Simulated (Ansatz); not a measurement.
`[CH3][Ga]([OH])[OH]` + CH₄ → `[CH3][Ga]([CH3])[OH]` + H₂O  (formal exchange of groups at a Ga–O bond)

Program: Ansatz. Geometries: PBE0-D4/def2-TZVP. ΔE: electronic, gas phase. CCSD(T)/CBS is the MP2 limit (def2-TZVPP, def2-QZVPP) plus CCSD(T) − MP2 in def2-TZVPP, frozen cores. This one scheme is used for every species. DFT in def2-TZVPP. For Ga outer-core shells are correlated without core-valence functions, which leaves a few kJ/mol of doubt a bond. Scalar relativity is left out up to krypton. One conformer a species, not always the lowest.

| level | ΔE (kJ/mol) |
| --- | --- |
| r2SCAN-D4 | 82.9 |
| r2SCANh-D4 | 81.6 |
| MP2/def2-TZVPP | 80.1 |
| CCSD/CBS(def2) | 75.8 |

Task: What does CCSD(T)/CBS give? (Best estimate.)

Result: Computed: +75.2 kJ/mol. The listed levels differ from it by 7.7, 6.4, 4.9, 0.6 kJ/mol.

Largest T1 diagnostic among the species: 0.014.

Leaving LDA and LC-ωPBE aside and taking each functional with its dispersion term where it has one, the values, not all of them listed here, spread over 12.0 kJ/mol, from PBE0-D4 to B97M-V. LDA lies −3.7 kJ/mol from PBE without D4. At CCSD(T), def2-SVP lies +18.2 kJ/mol from the extrapolated value and def2-TZVPP +3.9 kJ/mol.
